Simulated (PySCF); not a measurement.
SnClI₃, SMILES [Cl][Sn]([I])([I])[I].

Geometry: B3LYP-D3(BJ)/def2-SVP. The def2 effective core potentials stand for the cores of I, Sn; spin–orbit coupling is left out.

The numbers are results of PBE/def2-TZVP in PySCF, not measurements.

Symmetry labels are those of the subgroup Cs that the program uses (full group C3v).

Computed valence orbital energies around the gap with their symmetry:
```tsv
orbital	symmetry	energy (eV)
HOMO−7	A'	-7.96
HOMO−6	A"	-7.96
HOMO−5	A'	-7.30
HOMO−4	A"	-7.26
HOMO−3	A'	-7.26
HOMO−2	A'	-7.00
HOMO−1	A"	-7.00
HOMO	A"	-6.89
LUMO	A'	-4.57
LUMO+1	A'	-1.77
LUMO+2	A"	-1.77
LUMO+3	A'	-1.71
```
